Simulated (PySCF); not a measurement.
# Radial density of F⁺ (fluorine, charge +1)

UHF, [He] 2s2 2p3 3d1, high-spin 5D determinant (an excited configuration). All numbers are calculated (PySCF 2.14, scalar relativity by spin-free X2C-1e, in aug-cc-pCVQZ-DK (9s8p6d4f2g, 109 functions)).

```tsv
r (bohr)	4πr²ρ (e/bohr)	4πr²(ρα − ρβ)
0.00279	0.04564	0.0000
0.00469	0.1216	0.0001
0.00790	0.3192	0.0002
0.0133	0.8093	0.0004
0.0223	1.930	0.0012
0.0376	4.131	0.0043
0.0632	7.375	0.0198
0.106	9.733	0.0988
0.179	7.950	0.4246
0.301	4.146	1.4267
0.506	4.665	2.9374
0.851	5.020	2.8526
1.43	1.698	0.9818
2.41	0.5561	0.5209
4.05	0.1324	0.1323
6.81	1.279e-05	0.0000
```

Densities and radii are taken from the X2C orbitals without a picture-change correction, which distorts them close to the nucleus.

The outer electron is Rydberg-like, and this basis confines it to a smaller radius and binds it less than a complete one would.
